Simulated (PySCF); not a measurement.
C5H10OSi.
Z-matrix (Å and degrees, PBE0-D3(BJ)/def2-SVP geometry), rows numbered from 1:
```
C 
C   1  1.3424
C   2  1.4479  1  124.58
C   3  1.3528  2  126.40  1   179.38
C   4  1.4902  3  126.79  2    -0.24
O   4  1.3549  3  122.30  2   179.89
Si  6  1.6820  4  128.10  3    -3.43
H   1  1.0920  2  121.50  3   179.95
H   1  1.0944  2  121.35  3    -0.01
H   2  1.0953  1  118.11  3  -179.93
H   3  1.0968  2  115.65  1    -0.58
H   5  1.1015  4  109.56  3  -121.52
H   5  1.1016  4  109.62  3   121.51
H   5  1.0953  4  112.81  3    -0.04
H   7  1.4927  6  110.80  4    62.81
H   7  1.4857  6  104.76  4  -177.99
H   7  1.4926  6  110.40  4   -58.71
```

All values: PBE0/pcSseg-1 (PySCF, non-relativistic), on one gas-phase PBE0-D3(BJ)/def2-SVP geometry that isn't relaxed in the solvent. The solvent is an IEF-PCM continuum (Bondi radii, 1.10 Å for H, scaled by 1.2). Specific hydrogen bonds and non-electrostatic terms are outside this model.

| run | E − E(gas) (kcal/mol) | HOMO (eV) | HOMO–LUMO gap (eV) | dipole (D) |
| --- | --- | --- | --- | --- |
| gas | 0.00 | -6.04 | 5.57 | 0.51 |
| P | -3.36 | -6.13 | 5.59 | 0.64 |
| Q | -2.68 | -6.10 | 5.58 | 0.64 |

Task: The runs were made in tetrahydrofuran and water. Which run belongs to which solvent?

Result: P = water, Q = tetrahydrofuran. The dielectric constants are 7.426 (tetrahydrofuran), 78.36 (water), and the energy falls further as ε rises. In this model the ground state sees the solvent through ε alone.

Task: How constant is the ratio of the lowering to (ε − 1)/(2ε + 1)?

Result: 
```csv
solvent,(ε − 1)/(2ε + 1),E − E(gas) (kcal/mol),ratio (kcal/mol),polarisation term (kcal/mol)
tetrahydrofuran,0.405,-2.68,-6.6,-2.89
water,0.490,-3.36,-6.9,-3.69
```

The ratio changes by +3.6 % in size from tetrahydrofuran to water. The polarisation term is half the interaction of the solute with the induced surface charges.
